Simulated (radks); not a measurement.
All-electron atom: Lu53+ in [Ne] 3s1.5 3p6 3d0.5 (fractional occupations, a model configuration).

Calculated with a radial shooting solver on a logarithmic mesh with Libxc functionals: scalar-relativistic Kohn-Sham, B86b exchange with PBE correlation, spin-polarised, spherical densities, finite nucleus; open shells are filled with parallel spins first (spin-orbit coupling, left out, can overturn this in heavy ions); Fermi nuclear charge, rms radius 5.37 fm.

Energy parts (hartree):
total: -11775.3516
kinetic: 13083.6611
electron-nucleus: -26097.7259
Hartree: 1407.2015
exchange-correlation: -168.4883

Orbitals (lengths in bohr, moments of r in powers of bohr; r(max) is where P^2 peaks; r(90%) holds 90 % of the orbital's charge):
[
 {"orbital": "1s up", "occ.": "1", "eigenvalue (hartree)": "-2461.033", "r(90%)": "0.0351", "r(max)": "0.01213"},
 {"orbital": "1s down", "occ.": "1", "eigenvalue (hartree)": "-2460.963", "r(90%)": "0.0351", "r(max)": "0.01213"},
 {"orbital": "2s up", "occ.": "1", "eigenvalue (hartree)": "-529.1773", "r(90%)": "0.125", "r(max)": "0.06903"},
 {"orbital": "2s down", "occ.": "1", "eigenvalue (hartree)": "-529.0168", "r(90%)": "0.125", "r(max)": "0.06903"},
 {"orbital": "2p up", "occ.": "3", "eigenvalue (hartree)": "-482.4691", "r(90%)": "0.117", "r(max)": "0.05633"},
 {"orbital": "2p down", "occ.": "3", "eigenvalue (hartree)": "-482.3336", "r(90%)": "0.117", "r(max)": "0.05633"},
 {"orbital": "3s up", "occ.": "1", "eigenvalue (hartree)": "-205.2255", "r(90%)": "0.288", "r(max)": "0.1873"},
 {"orbital": "3s down", "occ.": "0.5", "eigenvalue (hartree)": "-204.9384", "r(90%)": "0.288", "r(max)": "0.1873"},
 {"orbital": "3p up", "occ.": "3", "eigenvalue (hartree)": "-191.2424", "r(90%)": "0.289", "r(max)": "0.1828"},
 {"orbital": "3p down", "occ.": "3", "eigenvalue (hartree)": "-190.9588", "r(90%)": "0.289", "r(max)": "0.1829"},
 {"orbital": "3d up", "occ.": "0.5", "eigenvalue (hartree)": "-177.6882", "r(90%)": "0.262", "r(max)": "0.1456"},
 {"orbital": "3d down", "occ.": "0", "eigenvalue (hartree)": "-177.3973", "r(90%)": "0.263", "r(max)": "0.1456"},
 {"orbital": "4s up", "occ.": "0", "eigenvalue (hartree)": "-107.1972", "r(90%)": "0.527", "r(max)": "0.3766"},
 {"orbital": "4s down", "occ.": "0", "eigenvalue (hartree)": "-107.0980", "r(90%)": "0.527", "r(max)": "0.3768"},
 {"orbital": "4p up", "occ.": "0", "eigenvalue (hartree)": "-101.5475", "r(90%)": "0.535", "r(max)": "0.3799"},
 {"orbital": "4p down", "occ.": "0", "eigenvalue (hartree)": "-101.4520", "r(90%)": "0.536", "r(max)": "0.3802"}
]

The highest occupied level is 3d up at -4835.1 eV. The electron density at the nucleus is 1.168e+06 e/bohr^3 (large components only).
